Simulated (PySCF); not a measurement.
States of one metal complex from SC-NEVPT2 in the d shell, PySCF, above the ground state:

| 2S+1 | degeneracy | energy / cm⁻¹ | f (electric dipole) |
| --- | --- | --- | --- |
| 5 | 1 | 0 | – |
| 5 | 1 | 9914 | 0 |
| 5 | 1 | 11247 | 0 |
| 5 | 2 | 12865 | 3.3e-08 |
| 3 | 2 | 16972 | – |
| 3 | 1 | 17544 | – |
| 3 | 1 | 18598 | – |
| 3 | 2 | 20358 | – |
| 3 | 1 | 20441 | – |
| 3 | 1 | 21397 | – |
| 3 | 1 | 22424 | – |
| 3 | 1 | 25282 | – |

Q: Which of these complexes, all computed at model or optimised geometries, gave the data?
A. [CrF5]3- (d4, square pyramidal)
B. MnF3 (d4, trigonal planar)
C. [Fe(SH)3]- (d6, trigonal planar)
D. [Mn(H2O)6]3+ (d4, octahedral)

A: A. [CrF5]3- (d4, square pyramidal) has 5B1, then 5A1 at 9914, 5B2 at 11247 cm⁻¹ (NEVPT2). The others: [Fe(SH)3]- (d6, trigonal planar) has 5A', then 5E'' at 2245, 5E' at 5018 cm⁻¹ (NEVPT2); MnF3 (d4, trigonal planar) has 5A1, then 5B2 at 9781, 5A2 at 19716 cm⁻¹ (NEVPT2); [Mn(H2O)6]3+ (d4, octahedral) has 5A' (from 5Eg), then 5A' (from 5Eg) at 7261, 3A'' (from 3T1g) at 10196 cm⁻¹ (NEVPT2).

On [CrF5]3-: NEVPT2 lifts 5A1 from 8111 to 9914 cm⁻¹; on the d shell alone such lifts tend to overshoot.
